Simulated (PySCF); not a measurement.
C2H5NO2Si, SMILES O=C/N=C/O[SiH3].

The structure is a stationary point at r2SCAN-D4/def2-SVP. The structure was generated by enumeration; whether it is a known compound was not checked. Other conformers were not sampled.

Two levels are set side by side: PBE/def2-TZVP (PySCF) and ωB97X/def2-TZVP (PySCF). Same geometry, gas phase. Differences are taken from unrounded values.

```csv
quantity,ωB97X
orbital gap (eV),10.90
highest occupied level (eV),-10.29
lowest empty level (eV),0.61
dipole moment (D),2.66
mean polarisability (bohr³),62.9
```

Problem. What does PBE give, and how far is it from ωB97X? (Estimate from the structure and the level; the computed values follow.)

Solution. 
```
quantity                       PBE  PBE minus ωB97X
---------------------------  -----  ---------------
orbital gap (eV)              3.46            -7.44
highest occupied level (eV)  -6.17             4.12
lowest empty level (eV)      -2.71            -3.32
dipole moment (D)             2.62            -0.04
mean polarisability (bohr³)   67.3              4.5
```

PBE's occupied levels lie high since its potential decays too fast outside the molecule; exact exchange lowers them and widens the gap. PBE's more diffuse valence density responds more strongly to a field. Differences between two approximate levels are no errors against the true value.

Rough cost on one machine, each run with all the roots and properties that it gave: ωB97X against PBE within a factor of 2.
